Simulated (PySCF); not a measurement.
Species: Ta(NEt)Cl3, C₂H₅Cl₃NTa (singlet state).
Bonds: Ta1–N2, Ta1–Cl10, Ta1–Cl11, Ta1–Cl12, N2–C3, C3–C4. Hydrogens: H5, H6 on C3; H7, H8, H9 on C4.

Method: PySCF, PBE0-D3(BJ)/def2-SVP geometry optimisation, gas phase, def2 core potentials past Kr; density fitting, grid level 1; the optimiser is geomeTRIC in internal coordinates, started from a GFN2-xTB structure with every atom displaced at random (about 0.03 Å).

Step 2: E = -42740.8950 eV
```
atom  x, y, z in Å  |  force x, y, z in eV/Å
Ta1     0.4934    0.0053   -2.0886    0.245  -0.222  -1.013
N2      0.5060    0.0158   -0.3505   -0.133  -0.044   0.691
C3      0.4652   -0.0046    1.0744    0.192   0.029  -0.004
C4     -0.9450   -0.0153    1.6343   -0.174  -0.071   0.059
H5      1.0291   -0.8838    1.4328   -0.043  -0.079  -0.020
H6      1.0233    0.8675    1.4564   -0.028   0.098  -0.006
H7     -0.9192   -0.0245    2.7347    0.032   0.004  -0.004
H8     -1.5140    0.8703    1.3167    0.052   0.050  -0.030
H9     -1.5029   -0.9053    1.3033    0.070   0.006  -0.015
Cl10    2.6986    0.0082   -2.8021   -0.179  -0.001   0.130
Cl11   -0.6085    1.8781   -2.8387   -0.083   0.185   0.061
Cl12   -0.6105   -1.8943   -2.8216    0.049   0.044   0.151
```

Step 3: E = -42740.9187 eV
```
atom  x, y, z in Å  |  force x, y, z in eV/Å
Ta1     0.4829    0.0063   -2.1137    0.027   0.005   0.228
N2      0.4938    0.0113   -0.3628   -0.021  -0.010  -0.106
C3      0.4720   -0.0042    1.0632   -0.129   0.005  -0.114
C4     -0.9472   -0.0182    1.6198    0.219   0.023   0.010
H5      1.0254   -0.8894    1.4198    0.040  -0.051  -0.011
H6      1.0211    0.8757    1.4396    0.022   0.053  -0.008
H7     -0.9100   -0.0236    2.7195   -0.062  -0.019   0.001
H8     -1.4998    0.8738    1.2935   -0.037   0.006  -0.011
H9     -1.4851   -0.9132    1.2775   -0.045  -0.005   0.011
Cl10    2.6975   -0.0006   -2.7461    0.045   0.004  -0.057
Cl11   -0.6220    1.9159   -2.7943   -0.023   0.048   0.031
Cl12   -0.6130   -1.9164   -2.7649   -0.036  -0.059   0.027
```

Step 4: E = -42740.9227 eV
```
atom  x, y, z in Å  |  force x, y, z in eV/Å
Ta1     0.4872    0.0042   -2.1084   -0.073   0.059   0.068
N2      0.5042    0.0081   -0.3622    0.043  -0.002  -0.024
C3      0.4781   -0.0043    1.0612   -0.102  -0.005  -0.017
C4     -0.9462   -0.0180    1.6047    0.151   0.030  -0.014
H5      1.0300   -0.8919    1.4196    0.021   0.013  -0.008
H6      1.0234    0.8803    1.4370    0.008  -0.012  -0.012
H7     -0.9313   -0.0235    2.7048   -0.019  -0.010  -0.001
H8     -1.4954    0.8733    1.2678   -0.017  -0.011  -0.002
H9     -1.4820   -0.9121    1.2553   -0.026  -0.003   0.003
Cl10    2.6964   -0.0002   -2.7619    0.034   0.001  -0.053
Cl11   -0.6294    1.9277   -2.7461    0.010  -0.034   0.041
Cl12   -0.6196   -1.9265   -2.7207   -0.030  -0.026   0.019
```

**Question.** Estimate the geometry and energy of step 5. (The exact step hangs on the optimiser's Hessian estimate; all steps are aligned on step 4, rigid shifts and turns removed.)

**Answer.** E = -42740.7859 eV, largest force 0.784 eV/Å
```
atom  x, y, z in Å  |  force x, y, z in eV/Å
Ta1     0.5110   -0.0076   -2.0570   -0.612   0.180  -0.456
N2      0.6134   -0.0127   -0.3388    0.687   0.025   0.314
C3      0.5286   -0.0039    1.0652   -0.067  -0.043   0.506
C4     -0.9404   -0.0161    1.4635   -0.366   0.014  -0.082
H5      1.0631   -0.8967    1.4568   -0.089   0.266   0.062
H6      1.0368    0.9068    1.4492   -0.050  -0.258   0.039
H7     -1.1102   -0.0195    2.5486    0.178   0.046   0.098
H8     -1.4486    0.8649    1.0328    0.069  -0.069   0.126
H9     -1.4412   -0.9053    1.0463    0.081   0.015   0.038
Cl10    2.6472    0.0041   -2.9378    0.122  -0.009   0.055
Cl11   -0.6713    1.9773   -2.3290    0.067  -0.237  -0.338
Cl12   -0.6730   -1.9740   -2.3487   -0.022   0.068  -0.363
```

The energy changes by +0.1368 eV. The first-order estimate −F·Δx gives -0.0369 eV and the mean of the old and new forces, exact on a quadratic surface, +0.1539 eV. The step makes an angle of 79° with the force vector and moves no atom by more than 0.422 Å. The energy falls at the start of this step and ends higher, so the step passed the lowest point of its straight line.

The cost below is that of the whole optimisation. Hardware: AMD EPYC 7B13, one thread, no GPU, shared host. Cost: 3.3 min wall, 0.62 GiB resident at most.
